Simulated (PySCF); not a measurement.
Compound: C₅H₉NSi.
Geometry (PBE0-D3(BJ)/def2-SVP, Å), atoms numbered from 1 in this order:
```xyz
16
C5H9NSi angstrom
C      0.458    2.880    1.227
C      0.136    1.767    0.853
Si    -0.285    0.086    0.281
N      0.998   -1.052    0.201
C      2.086   -0.989   -0.750
C     -1.711   -0.062   -0.884
C     -2.006   -0.516    0.569
H      0.734    3.865    1.559
H      1.233   -1.538    1.060
H      2.950   -0.392   -0.403
H      2.454   -1.999   -1.000
H      1.732   -0.537   -1.689
H     -2.226    0.842   -1.226
H     -1.693   -0.854   -1.642
H     -2.706    0.102    1.141
H     -2.173   -1.589    0.714
```

Computed at PBE0/pcSseg-1 (PySCF, non-relativistic), with Q(14N) = 0.02044 b: N4, 14N (I = 1): χzz = -5.234 MHz, η = 0.316.

Task: Where would the pure quadrupole (NQR) lines of 14N at N4 fall for the rigid, isolated species?

Result: From ν± = (3/4)|χ|(1 ± η/3) and ν0 = |χ|η/2: ν+ 4.339 MHz, ν− 3.512 MHz, ν0 0.827 MHz (silicon-bound nitrogen).

In a crystal, neighbours and librations shift these lines. A larger basis could move these couplings by a tenth or more.

One conformer stands for the species.
